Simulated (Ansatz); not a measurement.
C₄H₁₀AlN, singlet, geometry from GFN2-xTB (such geometries of metal compounds can be far from the true shape); CASSCF(4,6)/STO-3G in Ansatz (a first-principles code).

Input for Ansatz:
Ansatz 0.2 input:
```yaml
crystal:
  periodic: [false, false, false]
  atoms:
    - {symbol: Al, position_ang: [-0.01658924, 0.05225763, 0.43373163]}
    - {symbol: C, position_ang: [0.39077678, 0.48865382, -1.48834763]}
    - {symbol: C, position_ang: [0.94289007, 1.90967493, -1.67097941]}
    - {symbol: H, position_ang: [-0.50688081, 0.37773440, -2.11254819]}
    - {symbol: H, position_ang: [1.11404387, -0.22449650, -1.90793328]}
    - {symbol: H, position_ang: [1.86368495, 2.04009950, -1.10383939]}
    - {symbol: H, position_ang: [0.22571575, 2.64917829, -1.31688404]}
    - {symbol: H, position_ang: [1.15850358, 2.12189982, -2.71953670]}
    - {symbol: C, position_ang: [-0.81830346, -1.70314836, 0.89428450]}
    - {symbol: C, position_ang: [-1.08335952, -2.60194097, -0.05225459]}
    - {symbol: H, position_ang: [-1.06056497, -1.97886181, 1.92292255]}
    - {symbol: H, position_ang: [-1.51950747, -3.57414209, 0.14653065]}
    - {symbol: H, position_ang: [-0.86905080, -2.39657558, -1.09282779]}
    - {symbol: N, position_ang: [0.33217827, 1.21981557, 1.72951250]}
    - {symbol: H, position_ang: [0.72959267, 2.14566750, 1.62725430]}
    - {symbol: H, position_ang: [0.16285247, 1.06200151, 2.71554622]}
basis:
  gaussian:
    orbitals: STO-3G
hamiltonian:
  xc: hf
magnetization: {spin_polarized: false}
correlation: {active_space: {window: {electrons: 4, orbitals: 6}}}
```

Output, abridged:

```
Functional definition: HF
579 factors; integrals over basis functions are off by at most 8.0e-5 eV
mean field evaluation 1: about -12194.6244 eV, gradient 2.3e1 eV
mean field evaluation 2: about -12194.8203 eV, gradient 2.3e1 eV
mean field evaluation 4: about -12196.6872 eV, gradient 1.6e0 eV
mean field evaluation 8: about -12196.6976 eV, gradient 1.9e-2 eV
mean field -12196.69762821 eV, -448.2203706180 hartree, gradient 1.1e-6 eV, S^2 0.000000; 0 other end points of the search recorded, 0 dependent functions left out
reference -12196.69762821 eV, -448.2203706180 hartree; 27, 27 occupied and 17, 17 virtual orbitals, 579 factors
state -12198.59010903 eV, -448.2899180054 hartree
Total energy: -12198.59010903 eV, -448.2899180054 hartree
```
